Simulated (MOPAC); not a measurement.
Job for MOPAC: PM7 on HgN, 2S+1 = 4, a spin state set in the input, which need not be the lowest, a point of a bond scan (R = 3.297 Å).

```
PM7 1SCF PRECISE CHARGE=0 UHF MS=1.5 THREADS=1
HgN

Hg     0.00000000 1     0.00000000 1     0.00000000 1
N      0.00000000 1     0.00000000 1     3.29657000 1
```

Program output:

```
*******************************************************************************
 **                                                                           **
 **                              MOPAC v23.2.5                                **
 **                                                                           **
 *******************************************************************************
 ** MOPAC's Digital Object Identifier: https://doi.org/10.5281/zenodo.6511958 **
 **                                                                           **
 ** Please cite the open-source release paper for use of this MOPAC version:  **
 ** J. E. Moussa and J. J. P. Stewart (2026)                                  **
 ** MOPAC: An open-source semiempirical molecular orbital program             **
 ** J. Open Source Softw., 11(119), 8025, https://doi.org/10.21105/joss.08025 **
 *******************************************************************************

                              PM7 CALCULATION RESULTS

 *******************************************************************************
 *  PM7        - The PM7 Hamiltonian to be used
 *  UHF        - UNRESTRICTED HARTREE-FOCK CALCULATION
 *
 *
 *
 *                 CHARGE ON SYSTEM = 0
 *
 *
 *
 *  MS=        - IN MECI, MAGNETIC COMPONENT OF SPIN =  1.5
 *  PRECISE    - TIGHTER CRITERIA TO BE USED
 *  1SCF       - DO 1 SCF AND THEN STOP
 *  THREADS=1  - MULTI-THREADING NOT USED
 *  T=         - A TIME OF 172800.0 SECONDS REQUESTED
 *  DUMP=N     - RESTART FILE WRITTEN EVERY 7200.0 SECONDS REQUESTED
 *******************************************************************************
PM7 1SCF PRECISE CHARGE=0 UHF MS=1.5 THREADS=1
 HgN

   ATOM   CHEMICAL          X               Y               Z
  NUMBER   SYMBOL      (ANGSTROMS)     (ANGSTROMS)     (ANGSTROMS)

     1      Hg          0.00000000  *   0.00000000  *   0.00000000  *
     2       N          0.00000000  *   0.00000000  *   3.29657000  *



          CARTESIAN COORDINATES

    NO.       ATOM           X           Y           Z

     1        Hg          0.0000      0.0000      0.0000
     2         N          0.0000      0.0000      3.2966

 General Reference for PM7:
 "Optimization of Parameters for Semiempirical Methods VI: More Modifications to the
 NDDO Approximations and Re-optimization of Parameters", J. J. P. Stewart, J. Mol. Mod., 1:32, 19 (2013)
 https://link.springer.com/article/10.1007/s00894-012-1667-x

           Empirical Formula: N Hg  =     2 atoms



      MOLECULAR POINT GROUP   :   C*v


          UHF CALCULATION, NO. OF ALPHA ELECTRONS =    5
                           NO. OF BETA  ELECTRONS =    2

 -------------------------------------------------------------------------------
 PM7 1SCF PRECISE CHARGE=0 UHF MS=1.5 THREADS=1
 HgN



     1SCF WAS SPECIFIED, SO BFGS WAS NOT USED
     SCF FIELD WAS ACHIEVED


                              PM7 CALCULATION
                                                       MOPAC v23.2.5 Linux




          FINAL HEAT OF FORMATION =        128.69555 KCAL/MOL =     538.46216 KJ/MOL


          COSMO AREA              =         76.14 SQUARE ANGSTROMS
          COSMO VOLUME            =         52.92 CUBIC ANGSTROMS

          IONIZATION POTENTIAL    =         10.477530 EV
          ALPHA SOMO LUMO (EV)    =        -10.478  0.481
          BETA  SOMO LUMO (EV)    =        -10.513 -0.457
          NO. OF ALPHA ELECTRONS  =          5
          NO. OF BETA  ELECTRONS  =          2
          MOLECULAR WEIGHT        =        214.5967         POINT GROUP:  C*v

          MOLECULAR DIMENSIONS (Angstroms)

            Atom       Atom       Distance
            N     2   Hg     1     3.29657
            N     2   Hg     1     0.00000
           Hg     1    N     2     0.00000


          SCF CALCULATIONS        =          1





   ATOM   CHEMICAL          X               Y               Z
  NUMBER   SYMBOL      (ANGSTROMS)     (ANGSTROMS)     (ANGSTROMS)

     1      Hg          0.00000000  *   0.00000000  *   0.00000000  *
     2       N          0.00000000  *   0.00000000  *   3.29657000  *

                             CARTESIAN COORDINATES

   1   Hg        0.000000000     0.000000000     0.000000000
   2    N        0.000000000     0.000000000     3.296570000


           Empirical Formula: N Hg  =     2 atoms



      MOLECULAR POINT GROUP   :   C*v


          ALPHA EIGENVALUES
 -29.98106 -14.14808 -14.10129 -14.10129 -10.47753   0.48131   0.50354   0.50354


           BETA EIGENVALUES
 -21.07289 -10.51280  -0.45744  -0.00912  -0.00912   0.52424   0.52424   0.92794


              NET ATOMIC CHARGES AND DIPOLE CONTRIBUTIONS

  ATOM NO.   TYPE          CHARGE      No. of ELECS.   s-Pop       p-Pop
    1         Hg          -0.003800        2.0038     1.99700     0.00680
    2          N           0.003800        4.9962     1.99755     2.99865
 DIPOLE           X         Y         Z       TOTAL
 POINT-CHG.     0.000     0.000     0.060     0.060
 HYBRID         0.000     0.000    -0.040     0.040
 SUM            0.000     0.000     0.021     0.021


          ATOMIC ORBITAL ELECTRON POPULATIONS

     Atom    s        px        py        pz
    1 Hg   1.99700   0.00011   0.00011   0.00658
    2  N   1.99755   0.99989   0.99989   0.99887


                    (SZ)    =    1.500000
                    (S**2)  =    3.750935


          ATOMIC ORBITAL SPIN POPULATIONS

    Atom   Total    s     px     py     pz
         Atomic
    1 Hg  0.0055  0.003  0.000  0.000  0.003
    2  N  2.9945  0.001  1.000  1.000  0.994

 **********************
 *                    *
 * JOB ENDED NORMALLY *
 *                    *
 **********************




 == MOPAC DONE ==
```

The run finished.

Cost: about 0.04 core-seconds (a rough figure).
